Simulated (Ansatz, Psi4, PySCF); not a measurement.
H4BN, charge +1, doublet, at a GFN2-xTB geometry (a state made from the parent by changing its charge; the spin is typed, not shown lowest). Base run: MP2/STO-3G run with PySCF.

Here is a job for PySCF.
```python
from pyscf import gto, scf, mp

mol = gto.M(
    atom='''
B    -0.731306    0.036652   -0.007048
N     0.600864   -0.030115    0.005791
H    -1.510171   -0.846000   -0.168638
H    -1.420984    0.992907    0.140388
H     1.233218    0.751516   -0.169297
H     1.148421   -0.870881    0.192251
''',
    basis='sto-3g',
    charge=1,
    spin=1,
    verbose=3,
)

mf = scf.UHF(mol)
mf.kernel()

pt = mp.MP2(mf)
pt.kernel()
print('E(MP2) = %.10f' % pt.e_tot)
```

The same geometry, method and basis name were run in Ansatz (an electronic-structure program) and Psi4 and PySCF, at each program's defaults and at the settings that a row names. The base is PySCF at its defaults. Differences at the defaults can come from grids, fitting, cores and function types together.

| code and settings | ΔE vs base (mEh) | basis functions | E (Eh) | SCF cycles |
|---|---|---|---|---|
| PySCF, defaults (exact integrals, spherical functions, all electrons correlated) | 0.000 | 14 | -80.21561 | 14 |
| Psi4, defaults (density fitting with its default set, spherical functions, all electrons correlated) | -0.235 | 14 | -80.21584 | 18 |
| Ansatz, defaults (factorised integrals, spherical functions, frozen core) | 0.822 | 14 | -80.21478 | - |
| PySCF, frozen core | 0.817 | 14 | -80.21479 | 14 |
| Psi4, exact integrals, spherical functions, frozen core | 0.817 | 14 | -80.21479 | 18 |
| Ansatz, high accuracy, frozen core | 0.817 | 14 | -80.21479 | - |

Open shells are given as the SCF converged; they aren't shown to be the lowest states, and a large step between rows can be another state.
